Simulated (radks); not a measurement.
Excited configurations of V: one electron is placed in a higher orbital outside [Ar] 3d4. The ground configuration is [Ar] 3d3 4s2. Calculated with a radial shooting solver on a logarithmic mesh with Libxc functionals: non-relativistic Kohn-Sham, r2SCAN, spin-polarised, spherical densities, point nucleus; open shells are filled with parallel spins first; meta-GGA in the generalised Kohn-Sham scheme. Excitation = E - E(ground); binding = E(ion) - E, where the ion is the core of charge +1; n* = 1/sqrt(2 binding) in atomic units, and the quantum defect is n - n*.

outer orbital  excitation (eV)  binding (eV)  quantum defect  eigenvalue (eV)  <r> (bohr)
4s                      -1.664         6.926           2.598           -4.466       3.468
5s                       2.936         2.326           2.582           -1.419       9.165
5p                       3.572         1.689           2.162           -1.006       11.91
5d                       4.334         0.928           1.171           -0.524       20.29
6s                       4.062         1.200           2.633           -0.752       17.59
7s                       4.531         0.731           2.686           -0.466       28.96
7f                       4.938         0.323           0.514           -0.210       64.26

The Delta-SCF ionisation energy is 5.262 eV (NIST Atomic Spectra Database: 6.746 eV, measured). Self-interaction in the functional shifts the binding energies and quantum defects, so they are the method's values and not measured ones. Open shells are spherical and high-spin; term and fine-structure splittings are not resolved. A negative excitation energy means that this level of theory puts the configuration below the NIST ground configuration.
